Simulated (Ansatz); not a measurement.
Reaction (SMILES): FSF [fluoro thiohypofluorite] + H+ → F[SH+]F
Geometries: B3LYP-D3(BJ)/def2-TZVP minima from Ansatz (a quantum-chemistry and plane-wave program).
Geometry of the first species:
SMILES: FSF
```xyz
3

F     -1.2130    -0.5047     0.0161
S     -0.0057     0.5532     0.0075
F      1.2232    -0.4788    -0.0294
```
Charge 0, spin multiplicity 1.

Property: proton affinity (electronic energy difference), positive where the reaction releases energy, in eV. Correlated levels leave the core frozen unless marked. Spin-orbit coupling is left out. Non-relativistic unless marked X2C. CBS(X,Y): correlation extrapolated as X^-3; Hartree-Fock from the larger set.

```
level                           program  proton affinity (eV)
-----------------------  --------------  --------------------
HF/STO-3G                        Ansatz                  8.00
HF/6-31G*                        Ansatz                  6.90
HF/aug-cc-pV(T+d)Z               Ansatz                  7.29
HF/aug-cc-pV(Q+d)Z               Ansatz                  7.31
PBE0/def2-QZVPP                  Ansatz                  7.26
r2SCANh/def2-TZVPD               Ansatz                  7.27
CAM-B3LYP-D4/def2-TZVPD  Ansatz + dftd4                  7.04
```

### Question
What does CCSD(T)/CBS(cc-pV(T+d)Z,cc-pV(Q+d)Z) (Ansatz) give?

### Answer
7.19 eV, so CAM-B3LYP-D4/def2-TZVPD differs from it by -0.15 eV.
